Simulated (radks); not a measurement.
Spherical quantum dot in the effective-mass picture: electrons in a parabolic well V = omega^2 r^2 / 2 with omega = 1.45, with a point charge +2 (a donor) at the centre, all in effective atomic units (hartree* = m*/eps^2 hartree, bohr* = eps/m* bohr), one dielectric constant everywhere. Method: non-relativistic Kohn-Sham, LDA (Slater exchange, Perdew-Wang correlation), spin-polarised, spherical densities; computed with a radial shooting solver with Libxc functionals. Levels are named by radial order and angular momentum (1s, 1p, 1d, 2s, ...), and open shells are averaged over m.

N = 31, configuration 1s2 1p6 1d10 2s2 1f(up 7, down 1) 2p(up 3, down 0). This is the lowest configuration that the search found. Occupied and some empty levels:

level    occupation  eigenvalue (hartree*)  <r> (bohr*)
1s up             1                 16.238       0.9173
1s down           1                 16.331       0.9140
1p up             3                 17.461        1.702
1p down           3                 17.557        1.700
2s up             1                 17.779        1.743
2s down           1                 17.872        1.733
1d up             5                 18.243        2.009
1d down           5                 18.342        2.004
1f up             7                 19.055        2.220
2p up             3                 19.129        1.913
1f down           1                 19.158        2.218
2p down           0                 19.237        1.923
3s up             0                 19.705        2.001
3s down           0                 19.790        2.014
1g up             0                 19.924        2.390
1g down           0                 20.028        2.392
2d up             0                 20.172        2.140
2d down           0                 20.266        2.154

Energy (hartree*): total 347.082, kinetic 49.307, external 91.142, Hartree 224.68, exchange-correlation -18.042.

Electron density:

r (bohr*)  n(r) (e/bohr*^3)
0.0807                4.150
0.385                 1.428
0.689                0.7129
0.993                0.5222
1.30                 0.4725
1.60                 0.4559
1.91                 0.4111
2.21                 0.3094
2.51                 0.1798
2.82                0.07706
3.12                0.02377
3.42               0.005242
3.73              0.0008262
4.03             0.00009353
